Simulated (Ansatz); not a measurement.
Species: BH₃, charge 1, doublet. BH3+ (parent SMILES B, doublet).
B3LYP-D3(BJ)/def2-TZVP minimum from Ansatz (a quantum-chemistry and plane-wave program):
```
B
H 1 1.1697
H 1 1.2751 2 144.83
H 1 1.2751 2 144.83 3 -180.00
```
Charge +1, spin multiplicity 2.

Total energies in aug-cc-pVDZ, 5 correlated electrons, 1 frozen orbitals. Open shells are spin-unrestricted; no spin-orbit coupling. Correlated methods leave the cores frozen. No relativity. Full CI freezes restricted core orbitals and the other rows unrestricted ones, which leaves a small offset even where coupled cluster is exact. The spin of H3B+ (parent SMILES B, doublet) was assumed, and the state is the lowest solution found for it.

```json
[
 {"method": "HF", "program": "Ansatz", "energy (Eh)": "-25.98101", "error against FCI (mEh)": "93.05"},
 {"method": "MP2", "program": "Ansatz", "energy (Eh)": "-26.05100", "error against FCI (mEh)": "23.06"},
 {"method": "CCSD", "program": "Ansatz", "energy (Eh)": "-26.07225", "error against FCI (mEh)": "1.80"},
 {"method": "CCSD(T)", "program": "Ansatz", "energy (Eh)": "-26.07361", "error against FCI (mEh)": "0.44"},
 {"method": "CCSDT(Q)", "program": "Ansatz", "energy (Eh)": "-26.07406", "error against FCI (mEh)": "0.00"},
 {"method": "CCSDTQ", "program": "Ansatz", "energy (Eh)": "-26.07406", "error against FCI (mEh)": "-0.01"},
 {"method": "FCI", "program": "Ansatz", "energy (Eh)": "-26.07406", "error against FCI (mEh)": "0.00"}
]
```

Rough core times of Ansatz's runs on a shared machine: CCSD(T) under 20 s, CCSDT(Q) under 20 s, CCSDTQ 4 min, FCI 90 s.
